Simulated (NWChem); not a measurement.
System: CH6BrNSi; SMILES C[SiH](N)Br

```xyz
10

Si    -0.0500    -0.8956    -0.3985
C      1.4231    -1.8213     0.2697
N     -1.5041    -1.6327     0.1477
Br     0.1885     1.2608     0.2525
H     -0.1059    -0.8408    -1.8841
H      1.3869    -2.8749    -0.0480
H      1.4368    -1.7869     1.3702
H      2.3596    -1.3719    -0.0920
H     -1.6128    -1.8467     1.1340
H     -2.3888    -1.3287    -0.2457
```
Atoms are numbered in this order, from 1.

Level: PBE0/def2-SVP (NWChem), optimised geometry, unscaled harmonic frequencies. This build's default masses of Se (78.918 u) and Br (79.917 u) are each other's, which moves their modes by up to 0.6 %.

| frequency (cm⁻¹) | IR intensity (km/mol) |
|---|---|
| 156 | 0.2 |
| 171 | 5.0 |
| 196 | 7.3 |
| 235 | 4.2 |
| 296 | 20.8 |
| 394 | 17.4 |
| 482 | 271.6 |
| 634 | 11.0 |
| 703 | 30.3 |
| 755 | 6.7 |
| 833 | 24.8 |
| 863 | 204.0 |
| 898 | 54.3 |
| 925 | 168.7 |
| 1266 | 33.3 |
| 1424 | 6.7 |
| 1427 | 3.7 |
| 1549 | 50.9 |
| 2265 | 111.7 |
| 3062 | 0.6 |
| 3169 | 1.0 |
| 3178 | 0.7 |
| 3602 | 39.3 |
| 3699 | 39.0 |

```json
{
 "zero_point_energy": "46.0 kcal/mol",
 "thermal correction to the enthalpy at 298.15 K (with zero-point energy)": "50.8 kcal/mol",
 "heat capacity Cv": "22.9 cal/(mol K)",
 "entropy at 298.15 K and 1 atm (symmetry number 1)": "81.8 cal/(mol K)",
 "dipole_moment": "2.26 D"
}
```

Rigid rotor and harmonic oscillator.
